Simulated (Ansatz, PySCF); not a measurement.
C3H7BO2, SMILES O1B(OCC1)C. Atoms are numbered in the order given.

```xyz
13

C      2.2545     0.1473     0.3246
B      0.7112     0.0361     0.1183
O      0.1212    -0.8689    -0.7236
C     -1.2736    -0.6279    -0.7397
C     -1.5019     0.4479     0.3419
O     -0.2025     0.8454     0.7389
H      2.5064     0.6074     1.2902
H      2.7416    -0.8356     0.2492
H      2.6858     0.7821    -0.4675
H     -1.8159    -1.5634    -0.5302
H     -1.5735    -0.2828    -1.7435
H     -2.0590     1.3194    -0.0368
H     -2.0464     0.0547     1.2167
```

Geometry: PBE0-D3(BJ)/def2-SVP. The values are those of a single conformer.

Two levels are set side by side: PBE-D3(BJ)/def2-SVP (Ansatz, a quantum-chemistry and plane-wave program) and PBE0-D3(BJ)/def2-SVP (Ansatz). Each level has its own optimised geometry; the coordinates shown are those of the second. Frequencies come from the Hessian of PySCF at each geometry. Differences are taken from unrounded values.

```tsv
quantity	PBE0-D3(BJ)
mean bond length (Å)	1.260
bond C1–B2 (Å)	1.561
bond B2–O3 (Å)	1.370
bond B2–O6 (Å)	1.369
bond O3–C4 (Å)	1.416
bond C4–C5 (Å)	1.543
bond C5–O6 (Å)	1.416
bond C1–H7 (Å)	1.099
bond C1–H8 (Å)	1.100
bond C1–H9 (Å)	1.103
bond C4–H10 (Å)	1.101
bond C4–H11 (Å)	1.103
bond C5–H12 (Å)	1.101
bond C5–H13 (Å)	1.103
highest harmonic wavenumber (cm⁻¹)	3184
mean harmonic wavenumber (cm⁻¹)	1428
zero-point energy (kcal/mol)	67.35
```

### Question
What does PBE-D3(BJ) give, and how far is it from PBE0-D3(BJ)? (Estimate from the structure and the level; the computed values follow.)

### Answer

```csv
quantity,PBE-D3(BJ),PBE-D3(BJ) minus PBE0-D3(BJ)
mean bond length (Å),1.271,0.010
bond C1–B2 (Å),1.567,0.006
bond B2–O3 (Å),1.381,0.012
bond B2–O6 (Å),1.381,0.012
bond O3–C4 (Å),1.432,0.017
bond C4–C5 (Å),1.553,0.010
bond C5–O6 (Å),1.432,0.017
bond C1–H7 (Å),1.107,0.008
bond C1–H8 (Å),1.108,0.008
bond C1–H9 (Å),1.111,0.008
bond C4–H10 (Å),1.110,0.009
bond C4–H11 (Å),1.112,0.009
bond C5–H12 (Å),1.110,0.009
bond C5–H13 (Å),1.112,0.009
highest harmonic wavenumber (cm⁻¹),3095,-90
mean harmonic wavenumber (cm⁻¹),1377,-50
zero-point energy (kcal/mol),64.98,-2.36
```

Exact exchange shortens and stiffens bonds; PBE has none. Differences between two approximate levels are no errors against the true value.
